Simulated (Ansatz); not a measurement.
Program: Ansatz. Geometries: PBE0-D4/def2-TZVP. ΔE: electronic, gas phase. CCSD(T)/CBS adds triple-zeta CCSD(T) − MP2 to the extrapolated MP2 energy (def2 sets, frozen cores). Functionals use def2-TZVPP. For Ge outer-core shells are correlated without core-valence functions, which leaves a few kJ/mol of doubt a bond. Scalar relativity is left out up to krypton. Each species was taken in one conformer, which may not be the lowest.

Reaction (redistribution): `C[N]([GeH3])[SiH2]F` + `CO[SiH3]` → `C[O][GeH3]` + `CN([SiH3])[SiH2]F`

**Question.** Is it downhill or uphill in electronic energy at CCSD(T)/CBS, and by how much? (Estimate.)

**Answer.** Ansatz gave: Uphill: ΔE = +24.2 kJ/mol.

**Question.** What do these levels give: PBE0-D4, r2SCAN, HF/def2-QZVPP, SCS-MP2/def2-QZVPP, MP2/CBS(def2), CCSD/CBS(def2)? (An estimate is asked.)

**Answer.** Ansatz gave: PBE0-D4 20.2, r2SCAN 20.1, HF/def2-QZVPP 24.1, SCS-MP2/def2-QZVPP 24.0, MP2/CBS(def2) 25.2, CCSD/CBS(def2) 24.8 kJ/mol.

Largest T1 diagnostic among the species: 0.012.
